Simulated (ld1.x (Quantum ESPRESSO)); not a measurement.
## An all-electron radial function and its pseudo partner (Cs (Z = 55))

Columns: radius, all-electron u(r) and pseudo u(r) of the 5p shell (level -13.57 eV) of caesium in the configuration [Kr] 4d10 5s2 5p6 5d0.5 6s0.5 6p0; PBE, scalar-relativistic, TM scheme, ld1.x (Quantum ESPRESSO) 7.5.

```
r (bohr)  all-electron   pseudo
   0.210       -0.2557  -0.0255
   0.420        0.2107  -0.0988
   0.630        0.3760  -0.2098
   0.840        0.0889  -0.3436
   1.050       -0.2773  -0.4820
   1.260       -0.5556  -0.6060
   1.470       -0.7188  -0.6995
   1.680       -0.7864  -0.7521
   1.890       -0.7865  -0.7611
   2.100       -0.7445  -0.7319
   2.310       -0.6795  -0.6753
   2.520       -0.6046  -0.6038
   2.730       -0.5283  -0.5282
   2.940       -0.4555  -0.4555
   3.150       -0.3889  -0.3889
   3.360       -0.3295  -0.3295
   3.570       -0.2776  -0.2776
   3.780       -0.2328  -0.2328
   3.990       -0.1946  -0.1946
   4.200       -0.1621  -0.1621
   4.410       -0.1348  -0.1348
   4.620       -0.1117  -0.1117
   4.830       -0.0926  -0.0926
   5.040       -0.0765  -0.0765
   5.250       -0.0633  -0.0633
   5.460       -0.0523  -0.0523
```

(1) How many radial nodes do the two functions have?

(2) At about which radius was the pseudo-wave matched?

(3) Is the pseudo-wave norm-conserving?

## Answers

(1) The all-electron 5p function has n − l − 1 = 3 (the table is too coarse to show those close to the nucleus); the pseudo-wave has 0, since the states of the same l below it are removed with the core.

(2) 3.00 bohr. The columns agree to 0.0005 from 2.73 bohr on; several derivatives are matched, so the curves merge somewhat inside the radius.

(3) Yes: the TM scheme keeps the norm inside the radius equal to the all-electron one, which fixes the energy derivative of the logarithmic derivative at the level.
